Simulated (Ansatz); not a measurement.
CH4OSiTe (`[TeH]C1O[SiH2]1`), relaxed with RKS PBE-D4/def2-SVP in Ansatz 0.2.0 from a rough embedded geometry. The force threshold is 0.03 eV/Å; the program also tests the step.

The species carries charge 0 and has multiplicity 1. Te takes the def2 core potential.

Start:

```xyz
8

Te   -1.482    1.588   -0.101
C     0.370    0.661    0.078
O     0.539    0.190    1.344
Si    0.308   -1.177    0.215
H    -1.507    1.355   -1.834
H     1.305    1.077   -0.384
H     1.499   -1.962    0.104
H    -1.031   -1.733    0.579
```

```tsv
step	energy (eV)	largest force (eV/Å)	largest move (Å)
1	-18305.6333	1.922	0.000
2	-18305.9602	1.039	0.195
3 (rejected)	-18305.7855	3.627	0.176
4	-18306.0573	0.344	0.070
5	-18306.0631	0.204	0.022
6	-18306.0636	0.200	0.076
7	-18306.0667	0.070	0.021
8	-18306.0676	0.035	0.040
9	-18306.0691	0.081	0.105
10 (rejected)	-18306.0689	0.216	0.092
11	-18306.0702	0.060	0.045
13	-18306.0718	0.106	0.024
15 (rejected)	-18306.0690	0.459	0.193
17	-18306.0754	0.037	0.047
19 (rejected)	-18306.0753	0.417	0.146
21	-18306.0838	0.111	0.074
23 (rejected)	-18306.0795	0.493	0.159
25	-18306.0976	0.076	0.084
27	-18306.1016	0.248	0.113
29	-18306.1044	0.105	0.016
31	-18306.1051	0.037	0.033
33	-18306.1052	0.012	0.005
```

End:

```xyz
8

Te   -1.039    2.050   -0.715
C     0.508    0.709    0.045
O     0.335    0.162    1.380
Si    0.328   -1.108    0.215
H    -2.119    0.793   -1.009
H     1.488    1.200   -0.120
H     1.488   -2.050    0.267
H    -0.990   -1.757   -0.063
```

Hardware: 4 threads of an Arm Neoverse V1 on a shared host. Wall time 35 s, peak host memory 0.15 GiB.
